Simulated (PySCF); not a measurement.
C₃H₃F₃, SMILES F[C@H]1CC1(F)F.

The structure is a stationary point at r2SCAN-D4/def2-SVP. The structure was generated by enumeration; whether it is a known compound was not checked.

Calculation: PBE/def2-TZVP (PySCF).

Isolated molecule, no solvent.

**Question.** Estimate the frontier levels, gap, dipole moment and polarisability. (An estimate is asked for; the answer gives what the named calculation found.)

**Answer.** 
```
Quantity                                                                                                        Value
---------------------------------------------------------------------------------------------  ----------------------
highest occupied level                                                                                       -6.85 eV
lowest empty level                                                                                           -0.18 eV
orbital gap                                                                                                   6.68 eV
dipole moment                                                                                                  2.07 D
quadrupole, principal values (traceless, Buckingham form, about the centre of nuclear charge)   -5.67, 1.98, 3.70 D·Å
mean static polarisability                                                                       36.8 bohr³ (5.46 Å³)
polarisability, principal values                                                               35.7, 37.0, 37.8 bohr³
```
